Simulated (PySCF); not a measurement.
## Assigning NMR signals

Cartesian coordinates in Å; atom numbers follow the order of the lines, from 1:
```xyz
18

C    -1.3410    1.9276    0.5444
C    -0.8583    0.7837    0.0892
C    -1.4020   -0.5548   -0.1440
C    -2.5694   -1.1473    0.0478
C    -0.0654   -1.0632   -0.6399
F     0.4741   -2.0903    0.0926
C     0.5302    0.3570   -0.3530
O     1.4813    0.4687    0.6599
C     2.7691    0.0371    0.2858
H    -2.3740    2.0267    0.8304
H    -0.7115    2.7932    0.6558
H    -3.4119   -0.6105    0.4486
H    -2.7105   -2.1910   -0.1764
H    -0.0324   -1.3764   -1.6897
H     0.8820    0.8473   -1.2767
H     2.7835   -1.0297    0.0434
H     3.4090    0.2206    1.1463
H     3.1385    0.6076   -0.5763
```

Calculated, not measured (PySCF): shieldings: GIAO PBE0/pcSseg-1, geometry from GFN2-xTB. No relativistic terms, gas phase, equivalent nuclei averaged, a single conformation.

References, each an isolated molecule treated in the same way: 13C, 1H vs TMS.

(1) Assign these signals to the numbered atoms. 13C{1H} NMR (computed): δ 155.1, 154.3, 118.6, 118.1, 93.8, 82.4, 60.1.

(2) Assign these signals to the numbered atoms. 1H NMR (400 MHz, computed): δ 6.04 (m, 1H), 6.01 (br s, 1H), 5.80 (m, 1H), 5.69 (br s, 1H), 5.38 (m, 1H), 4.19 (m, 1H), 3.66 (s, 3H).

## Answers

(1) 
```tsv
δ (ppm)	atoms	environment	reason
155.1	C3	fully substituted alkene carbon	the olefinic region
154.3	C2	fully substituted alkene carbon	–
118.6	C4	terminal =CH2 carbon	the olefinic region
118.1	C1	terminal =CH2 carbon	–
93.8	C5	allylic sp3 CH bonded to F	the inductive effect lowers its shielding
82.4	C7	allylic sp3 CH bonded to O	deshielded by the electronegative neighbour
60.1	C9	methyl carbon bonded to O	the inductive effect lowers its shielding
```

C3 and C2; C4 and C1 lie closer than the usual error of such a calculation, so a measured spectrum could show them in the other order.

(2) 
```tsv
δ (ppm)	atoms	environment	reason
6.04	H12	hydrogen on a terminal =CH2 carbon	attached to an sp2 carbon and in the plane of the double bond
6.01	H10	hydrogen on a terminal =CH2 carbon	–
5.80	H13	hydrogen on a terminal =CH2 carbon	–
5.69	H11	hydrogen on a terminal =CH2 carbon	–
5.38	H14	hydrogen on an allylic sp3 CH bonded to F	its carbon carries F, hence the downfield position
4.19	H15	hydrogen on an allylic sp3 CH bonded to O	its carbon carries O, which withdraws density
3.66	H16/H17/H18	hydrogen on a methyl carbon bonded to O	its carbon carries O, which withdraws density
```

H12 and H10; H13 and H11 lie closer than the usual error of such a calculation, so a measured spectrum could show them in the other order.

Splittings by 19F in the carbon and heteronuclear signals aren't shown, as no couplings were computed. Shifts are as computed. Against solution values, carbons near 30 ppm lie about +3 ppm off and those near 130 ppm about +5 ppm. Of 1211 compounds with measured shifts, 218 miss one by over three times the rms of a fit or turn the order of signals round; such compounds aren't used in these exercises. No couplings were computed; multiplicities are counted from neighbouring protons, with m where these are inequivalent, close in shift, in a saturated or five-membered ring or joined by F or P, and br s for small geminal =CH2 splittings.
